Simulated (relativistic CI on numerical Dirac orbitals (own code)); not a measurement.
## Ti19+: sensitivity of the levels to the model

Base calculation: Dirac-Coulomb-Breit CI, separate exchange-only KLI orbitals for each configuration, a model potential for QED, unscaled Slater integrals.

Configurations in the expansion (outside the closed core 1s2): 2s, 2p, 3s, 3p, 3d, 4s, 4p, 4d, 4f, 5s, 5p, 5d, 5f, 5g, 6s, 6p, 6d. Levels of other configurations are missing.

The lowest level and the first level of each name with at least 55 % of one term (blank where a level has no safe partner in the second run):

```
    Level  Base (eV)  Shift (eV)
 2s ²S1/2       0.00        0.00
2p ²P°1/2      40.26       +0.03
2p ²P°3/2      47.94       +0.03
 3s ²S1/2     801.54        0.00
3p ²P°1/2     812.70        0.00
3p ²P°3/2     814.97        0.00
 3d ²D3/2     819.13       +0.01
 3d ²D5/2     819.84       +0.01
 4s ²S1/2    1076.98       +0.01
4p ²P°1/2    1081.58       +0.01
4p ²P°3/2    1082.54       +0.01
 4d ²D3/2    1084.26       +0.01
 4d ²D5/2    1084.56       +0.01
4f ²F°5/2    1084.65       +0.02
4f ²F°7/2    1084.80       +0.02
 5s ²S1/2    1203.30       +0.01
5p ²P°1/2    1205.63       +0.01
5p ²P°3/2    1206.11       +0.01
 5d ²D3/2    1206.99       +0.01
 5d ²D5/2    1207.15       +0.01
5f ²F°5/2    1207.20       +0.02
5f ²F°7/2    1207.27       +0.02
```

At this charge energies of transitions that change n are usually good to better than 1 %, and those within a shell (Δn = 0) to a few per cent.

(1) One thing was changed in a second run, which moved the levels as shown. Which?
A. one mean potential for all configurations
B. configuration mixing switched off
C. Breit term removed
D. QED terms removed

Results:

(1) A. One mean potential for all configurations. One potential for all configurations removes the relaxation of the orbitals, which moves whole configurations and changes the integrals a little.
